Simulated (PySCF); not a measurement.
## NMR problem set

PySCF 2.14.0 with density-fitted response routines calculation with coordinates at the GFN2-xTB level and shielding tensors at PBE0/pcSseg-1 (GIAO); gas phase, single conformer, fast rotation and ring inversion assumed for equivalent nuclei, no relativistic terms.

Referencing at the same level of theory: ¹H (σ = 31.72 ppm) and ¹³C (σ = 186.93 ppm) against TMS. Splittings of carbon signals by F and P are missing where no couplings were computed. Where no couplings were computed, multiplicities follow the n + 1 count of equivalent neighbours, and m marks all less simple cases (inequivalent or close neighbours, rings, F or P nearby). Shifts are as computed. Against solution values, carbons near 30 ppm lie about +3 ppm off and those near 130 ppm about +5 ppm. Of 1211 compounds with measured shifts, 218 miss one by over three times the rms of a fit or turn the order of signals round; such compounds aren't used in these exercises.

Problem. C4H5F5Si. ¹H NMR (600 MHz, computed): δ 6.98 (m, 1H), 6.83 (m, 1H), 4.30 (d, 3H). ¹³C{¹H} NMR (computed): δ 145.4 (CH), 144.4 (CH), 129.2 (C), 122.6 (C). Identify the compound.

Solution. SMILES FC(F)(F)C(F)(F)/C=C\[SiH3]. The formula gives 1 degree of unsaturation (no ring in the answer). 4 carbon signals for 4 carbons: no two carbons are equivalent. Carbon types of the structure: 2 × C, 2 × CH, leaving 3 H on heteroatoms. δC 145.4, 144.4: alkene CH; an sp2 carbon of a C=C bond. δC 129.2: CF3 carbon; 3 electronegative neighbours deshield it. δC 122.6: allylic fully substituted sp3 carbon bonded to 2 F; 2 electronegative neighbours deshield it. δH 6.98, 6.83: hydrogen on an alkene CH; a vinylic proton, deshielded by the sp2 carbon and the C=C anisotropy.

The data come from this structure; uniqueness wasn't tested.

Problem. C6H9N3Si. ¹H NMR (600 MHz, computed): δ 4.57 (s, 3H), 4.53 (q, 2H), 3.05 (s, 1H), 1.49 (t, 3H). ¹³C{¹H} NMR (computed): δ 148.2 (C), 142.7 (C), 93.1 (CH), 79.6 (C), 51.4 (CH2), 19.4 (CH3). Give a structure.

Solution. SMILES C#Cc1nn(CC)nc1[SiH3]. Rings plus π bonds: 5 (1 ring in the answer). 6 carbon signals for 6 carbons: no two carbons are equivalent. Carbon types of the structure: 3 × C, 1 × CH, 1 × CH2, 1 × CH3, leaving 3 H on heteroatoms. δC 148.2, 142.7: substituted aromatic carbon next to a ring nitrogen. δC 93.1: terminal alkyne carbon; the triple bond shields along its axis, which puts it between sp3 and sp2 carbons. δC 79.6: alkyne carbon; the triple bond shields along its axis, which puts it between sp3 and sp2 carbons. δH 3.05: hydrogen on a terminal alkyne carbon; it lies on the axis of the triple bond, in its shielding cone.

The shifts were computed for this structure.
